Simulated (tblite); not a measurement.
Question: What does the GFN2-xTB structure of InChI=1S/C4H13FSSi2/c1-4(2,3-6)7-8-5/h6H,3,7-8H2,1-2H3 look like in three dimensions?

Answer: 
```xyz
21
C4H13FSSi2 angstrom
C      0.4066   -1.5750   -0.2394
C     -0.3910   -0.3184    0.1062
C     -1.4224   -0.6568    1.1822
C     -1.0811    0.2134   -1.1454
S     -2.2455   -0.9556   -1.9517
Si     0.8034    1.0484    0.7658
Si     2.5105    1.5429   -0.7048
F      1.8482    2.0670   -2.0835
H      1.1506   -1.3679   -1.0077
H     -0.2570   -2.3525   -0.6172
H      0.9152   -1.9615    0.6415
H     -2.0511    0.2042    1.4040
H     -2.0606   -1.4803    0.8624
H     -0.9251   -0.9597    2.1007
H     -1.6454    1.1219   -0.9353
H     -0.3530    0.4288   -1.9276
H     -3.2255   -0.8331   -1.0590
H      1.3416    0.5418    2.0373
H     -0.0361    2.2083    1.1105
H      3.3597    2.6617   -0.3114
H      3.3491    0.4395   -1.1658
```

Orientation and origin are arbitrary. Atoms count from 1 in this order. Si6 (SiH2 silicon) is distorted tetrahedral (angles from 106.1° to 113.7°). Si7 (fluorine-bound silicon) is distorted tetrahedral (angles from 102.2° to 117.7°). Of the pairs four or more bonds apart, S5···H10 is among the closest relative to their van der Waals radii: 2.77 Å, 92 % of the sum of Bondi's values. All 3 C–C bonds measure 1.525 to 1.528 Å.

Bonds between heavy atoms (Å): C1–C2 1.528, C2–C3 1.528, C2–C4 1.525, C4–S5 1.836, C2–Si6 1.931, Si6–Si7 2.307, Si7–F8 1.617.

The geometry is computed with GFN2-xTB (gas phase).

Point group: C1 (no symmetry element, even within 0.4 Å). Its lowest GFN2-xTB frequency is 8 cm⁻¹, too small to tell a flat minimum from a shallow saddle. The numbers are those of one conformer (C1–C2–C4–S5 59°, C2–C4–S5–H 75°, C1–C2–Si6–Si7 56°, C2–Si6–Si7–F8 60°). 3 starts were optimised and ended at 0.00, 0.02 and 0.83 kcal/mol (GFN2-xTB); the lowest of these is shown.

Time: 1.7 s. Hardware: one thread, Intel Xeon at 2.50 GHz (x86_64), shared host. These figures are those of the optimisation.
